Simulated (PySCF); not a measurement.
**SnPb and its ions**

PBE0; PySCF, scalar-relativistic core potentials, basis sets Sn cc-pVDZ-PP with ECP28, Pb cc-pVDZ-PP with ECP60. Neutral (UKS): triplet (π ↑↑), Re = 2.828 Å, ωe = 169 cm⁻¹, De = 2.25 eV, HOMO -4.90 eV, LUMO -3.02 eV.

SnPb⁺ (UKS): quartet (σ ↑, π ↑↑), Re = 2.860 Å, ωe = 148 cm⁻¹. The energies at the minima are -407.16756 hartree for SnPb and -406.91926 for SnPb⁺.

**Question.** Work out the adiabatic ionisation energy, without and with harmonic zero-point energies (1 hartree = 27.2114 eV, 1 eV = 8065.5 cm⁻¹), and the change of the bond length.

**Answer.** At PBE0: 0.24830 hartree = 6.757 eV between the minima; the zero-point term (148.0 − 169.0)/2 cm⁻¹ = -0.001 eV makes it 6.755 eV. Re changes by +3.2 pm against the neutral. The electron leaves a σ orbital, and the longer bond of the ion fits a bonding orbital, or a change in how ionic the bond is.

Spin–orbit coupling is left out, which matters for elements this heavy, above all for dissociation energies. States were picked by a PBE0 search and need not be the measured ground states.
